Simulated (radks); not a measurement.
Results of a calculation; reference values are marked as such.
Ionisation of neutral nitrogen, [He] 2s2 2p3, to N+, [He] 2s2 2p2, under several functionals. Dirac Kohn-Sham, spin-unpolarised, spherical densities, finite nucleus; open shells fill j = l - 1/2 first; a radial shooting solver on a logarithmic mesh with Libxc functionals.

functional,E(N) (hartree),Exc (hartree),IE (eV),-e(HOMO) (eV),<r> HOMO (bohr),IE error (eV)
exchange-only PBE,-54.25610,-6.35473,12.715,6.297,1.509,-1.819
OLYP,-54.50529,-6.62632,13.483,6.979,1.492,-1.051
RPBE,-54.52467,-6.64118,13.532,7.040,1.490,-1.002
revPBE,-54.50729,-6.62388,13.523,7.024,1.486,-1.012
BP86,-54.51704,-6.63338,13.667,7.176,1.481,-0.867

NIST Atomic Spectra Database: 14.534 eV (measured). Closest: BP86. The Delta-SCF values span 0.95 eV, the total energies 0.27 hartree. The highest occupied level is 2p3/2. Spin polarisation and multiplet splitting are left out, so open shells lie too high by an amount that depends on their filling.

Beside tabulated values, note that spin-unpolarised runs miss the spin-polarisation part of the exchange energy of open shells.
